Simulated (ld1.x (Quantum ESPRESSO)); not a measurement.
**Which change was made? (Se, TM)**

* Element: selenium
* Generator: ld1.x (Quantum ESPRESSO) 7.5
* Type: norm-conserving Troullier–Martins (Kleinman–Bylander form)
* Functional: LDA (PZ)
* Relativity: scalar-relativistic
* Frozen core: [Ar] 3d10
* Valence charge: 6
* Reference configuration: 4s2 4p4
* Partial waves: 4s (bound): rc 1.50 bohr; 4d channel at -0.1 Ry: rc 1.60 bohr; 4p (bound): rc 1.30 bohr
* Local potential: the p channel
* Core correction: none

Cutoffs, loose and tight: the cutoffs (Ry, on a coarse ladder) from which the occupation-weighted sum of valence levels, in a spherical-Bessel basis at the reference potential, stays within 10 and 1 mRy of its value at 400 Ry. They do not see the model core or the augmentation charge, which bear on the density cutoff. Test errors are all-electron minus pseudo excitation energies from the reference, over the configurations 4s2 4p3; 4s2 4p2; 4s2 4p1; 4s1 4p4; 4s2 4p3.5; 4s2 4p4.3; 4s2 4p0 (two spin-polarised tests are not counted in the largest error); variants that change the core or the reference have their own tests.

The base gives: outcome: generated; cutoff, loose: 60 Ry; cutoff, tight: 110 Ry; bound ghosts: s, d; largest test error (meV): +176.

After one change the result is: outcome: generated; cutoff, loose: 60 Ry; cutoff, tight: 110 Ry; bound ghosts: s, d; largest test error (meV): -184. Which change was it?
A. wave 4p (bound): rc 1.30 bohr becomes 4p (bound): rc 1.44 bohr
B. functional BLYP
C. all radii scaled by about 0.72 (s 1.08, p 0.94, d 1.16 bohr)
D. local potential the s channel
E. core correction a·sin(br)/r model core inside 0.84 bohr

E. The others give: local potential the s channel → outcome: generated; cutoff, loose: 70 Ry; cutoff, tight: 110 Ry; bound ghosts: p, d; largest test error (meV): +193 | functional BLYP → outcome: generated; cutoff, loose: 60 Ry; cutoff, tight: 110 Ry; bound ghosts: s, d; largest test error (meV): +262 | wave 4p (bound): rc 1.30 bohr becomes 4p (bound): rc 1.44 bohr → outcome: generated; cutoff, loose: 45 Ry; cutoff, tight: 90 Ry; bound ghosts: d; largest test error (meV): +173 | all radii scaled by about 0.72 (s 1.08, p 0.94, d 1.16 bohr) → outcome: generated; cutoff, loose: 300 Ry; cutoff, tight: over 300 Ry; bound ghosts: s, d; largest test error (meV): +758.
